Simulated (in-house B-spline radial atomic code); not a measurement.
Ionising Ga VI (Ga5+) with different functionals

Computed with an all-electron radial atomic-structure program (B-spline basis): non-relativistic Hamiltonian, point nucleus, spin-polarised at highest spin, spherical fractional occupations for the functionals, the average over the highest-spin determinants for Hartree-Fock. The ionisation energy is the difference of two self-consistent energies, [Ar] 3d8 → [Ar] 3d7, without Breit or QED terms; ε is the level of the shell that loses the electron (its least bound occupied spin orbital). There is no spin-orbit coupling in this Hamiltonian.

Hybrids are left out here: with spherical fractional occupations of an open shell their exact exchange keeps a self-interaction that integer-occupation calculations don't have.

| method | rung | ΔSCF (eV) | -ε(3d) (eV) |
| --- | --- | --- | --- |
| Hartree-Fock | Hartree-Fock | 111.22 | 114.57 |
| LDA VWN5 | LDA | 114.16 | 100.84 |
| LDA PW92 | LDA | 114.15 | 100.83 |
| LDA exchange-only | LDA | 111.86 | 98.63 |
| PBE | GGA | 113.75 | 100.45 |
| PBEsol | GGA | 113.72 | 100.41 |
| BLYP | GGA | 113.67 | 100.38 |
| RPBE | GGA | ? | ? |
| PW91 | GGA | ? | ? |
| BP86 | GGA | 113.86 | 100.54 |
| AM05 | GGA | 113.76 | 100.45 |
| OLYP | GGA | 114.09 | 100.79 |
| TPSS | meta-GGA | 113.56 | 100.28 |
| SCAN | meta-GGA | 113.49 | 100.38 |
| r2SCAN | meta-GGA | 113.57 | 100.45 |
| M06-L | meta-GGA | 113.39 | 100.24 |
| revTPSS | meta-GGA | 113.37 | 100.11 |

What does RPBE give?

ΔSCF 113.64 eV, and -ε(3d) = 100.34 eV.

What does PW91 give?

ΔSCF 113.93 eV, and -ε(3d) = 100.61 eV.

How do they compare with the NIST value?

NIST lists 113 eV ± 1.1 (tabulated theory, ground level to ground level). Errors run from -1.48 to +1.46 eV; all lie within about twice that uncertainty, so the table can't rank the methods. Hartree-Fock also lacks correlation.
